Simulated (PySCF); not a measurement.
C4H9FSi.
SMILES: `F[C@H]1CC[SiH2]C1`

Computed with TDDFT wB97X-D/def2-SVPD, vertical, gas phase, core orbitals frozen in the response (PySCF). Geometry: GFN2-xTB, one conformer, isolated molecule.

Computed states:

```
state  E (eV)       f
   S1    8.04   0.014
   S2    8.19   0.104
   S3    8.42   0.061
   S4    8.55  0.0020
   S5    8.59  0.0099
   S6    8.75  0.0020
   S7    8.95   0.018
   S8    9.01  0.0026
```

Broadening: Gaussians 0.5 eV wide at half height, area fixed by f = 4.319×10⁻⁹ ∫ε dν̃. The width is an assumption, not a result. The curve ends short of the highest state used, and states not computed would add to its high-energy end.

Q: Give the broadened spectrum and its maxima.

A: 
| λ (nm) | ε (L mol⁻¹ cm⁻¹) |
| --- | --- |
| 147.5 | 7337 |
| 148.0 | 7713 |
| 148.6 | 8080 |
| 149.1 | 8302 |
| 149.6 | 8439 |
| 150.1 | 8486 |
| 150.7 | 8419 |
| 151.2 | 8263 |
| 151.7 | 8018 |
| 152.2 | 7694 |
| 152.8 | 7213 |
| 153.3 | 6751 |
| 153.8 | 6246 |
| 154.3 | 5715 |
| 154.9 | 5060 |
| 155.4 | 4516 |
| 155.9 | 3986 |
| 156.4 | 3479 |
| 157.0 | 2914 |
| 157.5 | 2483 |
| 158.0 | 2095 |
| 158.5 | 1748 |
| 159.1 | 1389 |
| 159.6 | 1133 |
| 160.1 | 916 |
| 160.6 | 733 |
| 161.2 | 554 |
| 161.7 | 435 |
| 162.2 | 338 |
| 162.7 | 260 |
| 163.3 | 188 |
| 163.8 | 142 |
| 164.3 | 106 |
| 164.8 | 79 |
| 165.4 | 55 |
| 165.9 | 40 |
| 166.4 | 29 |
| 166.9 | 21 |
| 167.4 | 15 |
| 168.0 | 10 |
| 168.5 | 7 |
| 169.0 | 5 |
| 169.5 | 3 |
| 170.1 | 2 |

Maxima: 150 nm (8.26 eV), ε about 8500, made up of S2 (63%) and S3 (29%) (ε in L mol⁻¹ cm⁻¹; maxima over ε = 5, shares over 10%).

Q: What would ε be at 8.26 eV, the highest of these maxima, with half the width (0.25 eV)?

A: About 11600 L mol⁻¹ cm⁻¹ against 8490, a factor of about 1.4; a lone state at its own centre would give exactly 2.

Q: Coming from long wavelengths, where does ε first pass 100 L mol⁻¹ cm⁻¹?

A: At about 164 nm (7.54 eV), 0.50 eV below S1.

On one thread of an Arm Neoverse V1, shared host, this took 46 s (with the writing of density and orbital grids) and 0.83 GiB of memory at its peak.
